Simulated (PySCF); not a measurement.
A geometry optimisation, step by step.

Compound: C₆H₅BO₂.
Numbering: `[BH:1]1[O:2][c:3]2[cH:4][cH:5][cH:6][cH:7][c:8]2[O:9]1` (hydrogens: H10 on B1; H11 on C4; H12 on C5; H13 on C6; H14 on C7)

Method: PySCF 2.14.0, PBE0-D3(BJ)/def2-TZVP geometry optimisation, gas phase; density fitting, grid level 2; the optimiser is geomeTRIC in internal coordinates, started from a GFN2-xTB structure with every atom displaced at random (about 0.01 Å). 6 of its 9 geometries are shown. The frame can shift and turn from step to step; on so coarse a grid that alone can change the energy by a few meV, and forces under 0.02 eV/Å are noise.

Step 0: E = -11067.5859 eV, largest atomic force 2.611 eV/Å
```
atom  x, y, z in Å  |  force x, y, z in eV/Å
B1      2.661    0.114   -0.054   -2.002   0.693   0.138
O2      1.922   -1.037   -0.072    0.175  -0.453  -0.048
C3      0.597   -0.671   -0.041    1.963   1.722   0.019
C4     -0.486   -1.449   -0.027   -2.475  -0.755  -0.001
C5     -1.739   -0.794    0.010    0.943   0.794   0.114
C6     -1.813    0.604    0.052   -0.416  -0.560  -0.092
C7     -0.659    1.387    0.044    0.173   0.255  -0.018
C8      0.560    0.736   -0.004   -1.346  -0.704   0.106
O9      1.807    1.236    0.005    1.014  -0.331  -0.147
H10     3.794    0.198   -0.070    1.310   0.005  -0.030
H11    -0.467   -2.530   -0.042    0.271  -0.036  -0.020
H12    -2.643   -1.363    0.037   -0.392  -0.358  -0.035
H13    -2.804    1.087    0.079    0.640  -0.240   0.006
H14    -0.736    2.468    0.075    0.144  -0.031   0.007
```

Step 2: E = -11067.7085 eV, largest atomic force 0.321 eV/Å
```
atom  x, y, z in Å  |  force x, y, z in eV/Å
B1      2.506    0.389    0.740    0.192  -0.078   0.139
O2      1.771   -0.734    1.063   -0.024  -0.002  -0.031
C3      0.533   -0.512    0.522   -0.167   0.100  -0.165
C4     -0.569   -1.339    0.489    0.173  -0.267   0.040
C5     -1.691   -0.896   -0.208    0.239   0.192   0.060
C6     -1.686    0.350   -0.827   -0.074  -0.003  -0.110
C7     -0.578    1.194   -0.773    0.006   0.059   0.021
C8      0.525    0.732   -0.093   -0.051  -0.055  -0.034
O9      1.759    1.316    0.052   -0.199  -0.042  -0.057
H10     3.653    0.525    1.007   -0.045   0.025   0.042
H11    -0.533   -2.323    0.938   -0.036  -0.003   0.087
H12    -2.568   -1.529   -0.270    0.036   0.015  -0.016
H13    -2.550    0.653   -1.405   -0.051   0.083   0.089
H14    -0.577    2.168   -1.245    0.004  -0.024  -0.064
```

Step 3: E = -11067.6973 eV, largest atomic force 0.823 eV/Å
```
atom  x, y, z in Å  |  force x, y, z in eV/Å
B1      2.495    0.390    0.754   -0.215   0.140   0.124
O2      1.768   -0.747    1.047    0.117   0.135  -0.135
C3      0.544   -0.545    0.469    0.206  -0.027   0.060
C4     -0.538   -1.391    0.456   -0.020   0.477  -0.128
C5     -1.651   -0.876   -0.200   -0.751  -0.332  -0.059
C6     -1.695    0.371   -0.817    0.392  -0.197   0.092
C7     -0.568    1.187   -0.829   -0.021   0.051   0.200
C8      0.526    0.699   -0.150    0.181   0.046  -0.058
O9      1.746    1.298    0.029    0.168  -0.156   0.021
H10     3.601    0.583    1.125    0.067  -0.014  -0.056
H11    -0.526   -2.361    0.936   -0.023   0.046  -0.048
H12    -2.547   -1.483   -0.221   -0.083  -0.047  -0.031
H13    -2.602    0.707   -1.301   -0.065  -0.056  -0.032
H14    -0.560    2.160   -1.309    0.047  -0.067   0.049
```

Step 5: E = -11067.7280 eV, largest atomic force 0.133 eV/Å
```
atom  x, y, z in Å  |  force x, y, z in eV/Å
B1      2.502    0.393    0.754    0.072   0.008   0.075
O2      1.775   -0.743    1.046    0.002   0.014  -0.028
C3      0.547   -0.533    0.479   -0.039   0.000  -0.011
C4     -0.553   -1.360    0.465    0.013  -0.005  -0.024
C5     -1.679   -0.889   -0.206   -0.035  -0.026   0.009
C6     -1.692    0.356   -0.825    0.103  -0.037   0.070
C7     -0.573    1.185   -0.795   -0.004   0.108  -0.077
C8      0.538    0.710   -0.136   -0.094  -0.052  -0.006
O9      1.761    1.304    0.033   -0.042  -0.028  -0.021
H10     3.625    0.565    1.088    0.002   0.000  -0.004
H11    -0.534   -2.331    0.944   -0.008   0.004   0.008
H12    -2.567   -1.508   -0.245    0.003  -0.013   0.002
H13    -2.586    0.687   -1.342    0.023   0.003   0.024
H14    -0.569    2.156   -1.271    0.004   0.022  -0.017
```

Step 6: E = -11067.7291 eV, largest atomic force 0.081 eV/Å
```
atom  x, y, z in Å  |  force x, y, z in eV/Å
B1      2.500    0.393    0.756    0.031   0.021   0.051
O2      1.773   -0.743    1.045    0.005   0.023  -0.034
C3      0.545   -0.535    0.474   -0.033  -0.020   0.004
C4     -0.552   -1.365    0.463    0.007   0.016  -0.015
C5     -1.679   -0.891   -0.204    0.019   0.007   0.004
C6     -1.686    0.356   -0.821   -0.070   0.028  -0.032
C7     -0.571    1.191   -0.801    0.009  -0.076   0.027
C8      0.535    0.709   -0.141    0.028   0.019   0.009
O9      1.758    1.302    0.032    0.008  -0.019  -0.012
H10     3.621    0.568    1.094    0.003  -0.001  -0.005
H11    -0.533   -2.334    0.945    0.001   0.004   0.004
H12    -2.568   -1.508   -0.243    0.000   0.005  -0.005
H13    -2.581    0.688   -1.332   -0.007   0.001   0.003
H14    -0.568    2.163   -1.278   -0.001  -0.008   0.001
```

Step 8: E = -11067.7296 eV, largest atomic force under 0.02 eV/Å
```
atom  x, y, z in Å  |  force x, y, z in eV/Å
B1      2.501    0.395    0.759    0.007  -0.002   0.002
O2      1.775   -0.743    1.043    0.003   0.008   0.001
C3      0.547   -0.536    0.472   -0.002  -0.004   0.000
C4     -0.551   -1.365    0.460   -0.001   0.002  -0.001
C5     -1.679   -0.890   -0.204   -0.001   0.000   0.001
C6     -1.689    0.357   -0.821    0.003  -0.003   0.001
C7     -0.570    1.187   -0.802   -0.001   0.006  -0.003
C8      0.538    0.707   -0.143   -0.005  -0.006  -0.002
O9      1.760    1.301    0.030   -0.004  -0.003   0.002
H10     3.620    0.571    1.099    0.001   0.001   0.000
H11    -0.533   -2.333    0.943    0.001   0.001   0.000
H12    -2.569   -1.507   -0.241    0.000   0.000   0.000
H13    -2.586    0.691   -1.328    0.001   0.000   0.000
H14    -0.567    2.158   -1.279    0.000   0.001  -0.001
```

Task: Summarise the path.

Result: The energy falls by 3.31 kcal/mol from step 0 to step 8; nine tenths of that is first reached at step 4. It rises by more than 0.2 meV at step 3. The largest force goes from 2.611 to under 0.02 eV/Å. Among the bonds B1–H10 changes most, from 1.137 to 1.183 Å; the atoms move by 0.021 Å rms after alignment.

Task: Follow the three bonds and two angles with the largest change from start to end.

Result: 
| step | E above end (kcal/mol) | largest force (eV/Å) | B1–H10 (Å) | C3–C4 (Å) | B1–O9 (Å) | C5–C4–H11 (°) | C3–C4–H11 (°) |
| --- | --- | --- | --- | --- | --- | --- | --- |
| 0 | 3.31 | 2.611 | 1.137 | 1.334 | 1.411 | 118.7 | 124.7 |
| 1 | 1.90 | 0.704 | 1.189 | 1.384 | 1.369 | 122.7 | 121.0 |
| 2 | 0.49 | 0.321 | 1.185 | 1.378 | 1.375 | 121.6 | 120.6 |
| 3 | 0.75 | 0.823 | 1.182 | 1.373 | 1.383 | 123.3 | 122.7 |
| 4 | 0.04 | 0.178 | 1.183 | 1.375 | 1.380 | 122.0 | 121.4 |
| 5 | 0.04 | 0.133 | 1.183 | 1.376 | 1.378 | 122.1 | 121.4 |
| 6 | 0.01 | 0.081 | 1.183 | 1.376 | 1.379 | 122.2 | 121.5 |
| 7 | 0.01 | 0.083 | 1.183 | 1.375 | 1.380 | 122.1 | 121.5 |
| 8 | 0.00 | under 0.02 | 1.183 | 1.376 | 1.379 | 122.1 | 121.5 |

What follows is the cost of the whole optimisation. On Intel Xeon at 2.50 GHz, 2 threads, shared host, this took 12 min wall, 23 min CPU and 1.9 GiB of memory at its peak.
